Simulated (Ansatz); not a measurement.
PdI2, relaxed as a singlet with RKS r2SCAN-D4/def2-TZVP in Ansatz, starting from the GFN2-xTB geometry. Force threshold 0.02 eV/Å.

In the def2 sets I, Pd take a core potential; there is no spin–orbit coupling. The restricted singlet is unstable towards broken spin symmetry in Hartree–Fock (as tested in another run); at r2SCAN-D4/def2-TZVP this wasn't settled. In the singlet, I2 and I3 lie 2.80 Å apart (atoms count from 1), so these atoms are partly bonded to each other. Another isomer (triplet) lies 0.84 eV lower at PBE0-D4/def2-TZVP; other spin states weren't run for this one.

Start:

```xyz
3

Pd   -1.0737    1.0571   -1.3986
I     1.7301   -0.1933    1.2919
I    -0.6564   -0.8638    0.1067
```

**Question.** Estimate the energy that the relaxation releases and the steps that it takes.

**Answer.** 0.03 eV, in 4 steps; 14 s on 4 threads of Arm Neoverse N1 on a shared host. No frequencies were taken in this run, so the end may be a saddle point.

**Question.** Does the start keep its bonding and symmetry?

**Answer.** By distances, no bond broke or formed. The bond that changes most is I2–I3, from 2.75 to 2.80 Å (atoms count from 1). Point group Cs at the start, Cs at the end, both within 0.05 Å.

**Question.** Predict the relaxed structure.

**Answer.** 
Cartesian coordinates in Å:
```
Pd -1.195 1.033 -1.465
I 1.806 -0.271 1.393
I -0.611 -0.762 0.072
```
Bond lengths: 1 × I–Pd 2.43 Å; 1 × I–I 2.80 Å.
